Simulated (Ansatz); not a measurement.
Species: YI, charge 0, multiplicity 1. SMILES: [I][Y]
Geometry from a B3LYP-D3(BJ)/def2-TZVP (Ansatz, a quantum-chemistry and plane-wave program) optimisation:
```xyz
2

Y      0.0000     0.0000    -1.6070
I      0.0000     0.0000     1.1825
```

Question: Give the harmonic wavenumbers at B3LYP-D3(BJ)/def2-TZVP (Ansatz, finite differences of forces, unscaled).

Answer: 208 cm⁻¹. Zero-point energy 0.3 kcal/mol.

Question: From these and the geometry, give the ideal-gas thermochemistry at 298.15 K and 1 atm (rigid rotor, harmonic oscillator).

Answer: Point group C∞v, rotational symmetry number 1. Rotational constants 1.242, 1.242 GHz. S(trans) 42.01, S(rot) 18.91, S(vib) 2.06, S(elec, spin only) 0.00, S 63.0 cal/(mol K). H(298) - H(0) 2.42 kcal/mol; G - E(el) -16.1 kcal/mol.
